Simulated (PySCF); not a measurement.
## SnH₃⁺: breathing scan

Computed with PySCF, PBE0, basis Sn def2-TZVP with ECP28, H def2-TZVP (scalar-relativistic core potentials, no spin–orbit coupling, density fitting).

Rigid scan from the singlet minimum (Sn–H 1.686 Å (×3); H–Sn–H 120.0° (×3)). Coordinate: all bonds to the central atom scaled together. Energies in kJ/mol from the minimum.

Question: Predict the curve at 0.88, 0.92, 0.96, 1.00, 1.04, 1.08, 1.14, 1.22, 1.35.

Answer: 
```
scale of all bonds to the centre  E (kJ/mol)
                            0.88       119.4
                            0.92        47.9
                            0.96        10.8
                            1.00         0.0
                            1.04         8.8
                            1.08        32.3
                            1.14        86.3
                            1.22       178.9
                            1.35       345.6
```

At long bonds a restricted determinant can lie too high, and another spin state can fall below this curve.

Other isomers or separated fragments may lie lower.

The scan took 4.1 s on 2 threads of a shared Arm Neoverse V2 host; the process peaked at 0.79 GiB.
